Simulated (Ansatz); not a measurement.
Coupled-cluster diagnostics for the cluster Be3Te2⁺, Ansatz.

Geometry of the doublet (PBE-D4/def2-SVP):

```tsv
atom	x (Å)	y (Å)	z (Å)
Be1	0.898	1.286	0.108
Be2	-0.505	-0.441	-0.655
Be3	0.356	-0.188	1.519
Te4	0.670	0.897	-2.117
Te5	-1.419	-1.553	1.144
```

In the def2 sets Te takes a core potential; there is no spin–orbit coupling. Correlated methods freeze 8 core orbitals; core or outer-core shells of Te are correlated, in sets that lack core-valence functions. Another isomer (doublet) lies 0.51 eV lower at PBE0-D4/def2-TZVP; other spin states weren't run for this one.

Problem. Estimate the CCSD(T) correlation energy, the shares of MP2 and (T), T1 and the reference's ⟨S²⟩ for: charge 1, doublet, own geometry in def2-SVP; and the rough time on 4 threads of Arm Neoverse V2 on a shared host.

Solution. 
| state | basis | correlation (eV) | MP2 share (%) | (T) share (%) | T1 | ⟨S²⟩ (pure) | wall time | remarks |
| --- | --- | --- | --- | --- | --- | --- | --- | --- |
| charge 1, doublet, own geometry | def2-SVP | -9.007 | 85.4 | 4.8 | 0.037 | 0.94 (0.75) | 14 s | spin-contaminated |
Customary marks for T1 are 0.02 (closed shells), 0.045 (open shells) and about 0.05 (3d metals). T1 exceeds 0.02 in 1 of 1 rows and 0.045 in 0; the higher it lies, the less the single-reference result can be trusted.
